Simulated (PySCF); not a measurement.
Radial density of Nd²⁺ (neodymium, charge +2)

BHandHLYP, [Xe] 4f3 6s1, one real determinant (an excited configuration). Computed with PySCF 2.14 in ANO-RCC-VTZP (8s7p5d3f2g1h, 104 functions), with the spin-free X2C one-electron Hamiltonian (Gaussian nucleus).

| r (bohr) | 4πr²ρ (e/bohr) | 4πr²(ρα − ρβ) |
| --- | --- | --- |
| 0.0203 | 77.07 | 0.0028 |
| 0.0341 | 69.68 | 0.0034 |
| 0.0573 | 96.64 | 0.0135 |
| 0.0965 | 92.86 | 0.0089 |
| 0.162 | 82.39 | 0.1183 |
| 0.273 | 70.06 | 0.7528 |
| 0.459 | 35.93 | 2.5635 |
| 0.772 | 28.07 | 3.0501 |
| 1.30 | 9.758 | 1.4023 |
| 2.18 | 2.886 | 0.2446 |
| 3.67 | 0.4174 | 0.3470 |
| 6.18 | 0.04795 | 0.0478 |
| 10.4 | 0.0007725 | 0.0008 |
| 17.5 | 7.350e-05 | 0.0001 |

Densities and radii are taken from the X2C orbitals without a picture-change correction, which distorts them close to the nucleus.

⟨L²⟩ = 34.01 against 42 for a pure I term, so this real determinant mixes terms. Spin-orbit coupling, absent here, splits the open shell strongly.
